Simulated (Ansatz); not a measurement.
A nudged elastic band was laid between two geometries of AlCl₃H₂ (6 atoms, charge 0, multiplicity 1).

Computed with Ansatz, RKS B3LYP-D4/def2-SVP.

| Quantity | Value |
| --- | --- |
| movable images | 5 |
| climbing image | yes |
| spring | 5.0 eV/Å² |
| optimiser | quadratic models (default) |
| start path | through a guess of the saddle point |
| force threshold | 0.05 eV/Å |
| iteration limit | 60 |
| end points | relaxed |

First end point:

```xyz
6
Properties=species:S:1:pos:R:3
Al 0.156 0.620 -0.501
H 1.466 -0.199 -0.777
Cl -1.453 0.518 -1.864
Cl 0.206 2.275 0.809
H 0.330 -1.986 1.081
Cl -0.706 -1.227 1.252
```

Last end point:

```xyz
6
Properties=species:S:1:pos:R:3
Al -0.563 0.411 0.084
H 1.425 -0.693 -0.463
Cl -1.153 0.324 -1.920
Cl 0.500 2.078 0.766
H 1.139 -1.161 0.070
Cl -1.347 -0.957 1.463
```

**Question.** Which bonds break or form, and what moves?

**Answer.** Bonds broken: Al1–H2, H5–Cl6. Bonds formed: Al1–Cl6, H2–H5. AlCl3H2 becomes AlCl3 + H2.

**Question.** What energy profile does the band end with?

**Answer.** The run converged. The highest image is number 3 of 0 to 6, 0.258 eV above the first end and 1.359 eV above the last; the last end lies 1.100 eV below the first. A vibrational analysis at the climbing image gives one clearly imaginary mode, 666i cm⁻¹: a first-order saddle point. The orbitals stay closed-shell, which can raise the energy where a bond breaks towards radicals; this wasn't checked here.

| image | path coordinate (Å) | energy (eV) | Al1–H2 (Å) | H5–Cl6 (Å) | Al1–Cl6 (Å) |
| --- | --- | --- | --- | --- | --- |
| 0 | 0.00 | 0.000 | 1.57 | 1.30 | 2.69 |
| 1 | 0.41 | 0.036 | 1.57 | 1.30 | 2.66 |
| 2 | 0.82 | 0.134 | 1.59 | 1.32 | 2.61 |
| 3 | 1.23 | 0.258 | 1.65 | 1.44 | 2.43 |
| 4 | 1.70 | -0.371 | 1.84 | 1.87 | 2.22 |
| 5 | 2.16 | -0.986 | 2.12 | 2.34 | 2.12 |
| 6 | 2.62 | -1.100 | 2.34 | 2.86 | 2.09 |

**Question.** What is the geometry of the highest image?

**Answer.** 
```xyz
6
Properties=species:S:1:pos:R:3
Al -0.040 0.464 -0.279
H 1.217 -0.594 -0.368
Cl -1.352 0.441 -1.914
Cl 0.337 2.222 0.799
H 0.524 -1.242 0.489
Cl -0.685 -1.290 1.274
```

**Question.** What are the harmonic wavenumbers there?

**Answer.** 666i, 102, 132, 188, 450, 450, 473, 619, 960, 1048, 1504, 1857 cm⁻¹.

The band took 7 iterations and about 80 core-seconds.

Time of the run: 42 s on 2 threads of Intel(R) Xeon(R) Platinum 8488C (Sapphire Rapids), on a shared host, peak memory 0.19 GiB.
